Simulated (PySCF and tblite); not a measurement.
Values are calculated unless marked as measured or tabulated.
C₅H₇FO, numbered as in [F:1][C@H:2]1[CH2:3][C@@H:4]2[O:5][C@@H:6]2[CH2:7]1.

Conformers came from 60 starts (ETKDG and KDG, MMFF94s, GFN2-xTB); geometries are GFN2-xTB. Energies: PBE0-D3(BJ)/pcSseg-1, with GFN2-xTB thermal terms (plain harmonic). Symmetry numbers and mirror images are counted. Conformers within 2.5 kcal/mol (GFN2-xTB free energy) were kept, 10 at most. GIAO shieldings: PBE0/pcSseg-1. Shifts are against TMS (¹H), TMS (¹³C), CFCl3 (¹⁹F) at the same level; of two unlike H on one atom, a is the less shielded. Run with PySCF (density fitting) and tblite.

(1) Predict the averaged NMR shifts at 298.15 K.

Unscaled ¹⁹F shifts at such levels can be off by tens of ppm; differences between conformers or isomers are more reliable. Shifts are unscaled: against experiment ¹³C can be off by 15 ppm or more and ¹H by 0.8 ppm.

Answers

(1) ¹H: 5.11 (H2, 1H), 3.12 (H4/H6, 2H), 2.60 (H3a/H7a, 2H), 1.70 (H3b/H7b, 2H) ppm. ¹³C: 94.4 (C2), 52.6 (C4/C6), 38.3 (C3/C7) ppm. ¹⁹F: -216.2 (F1) ppm.
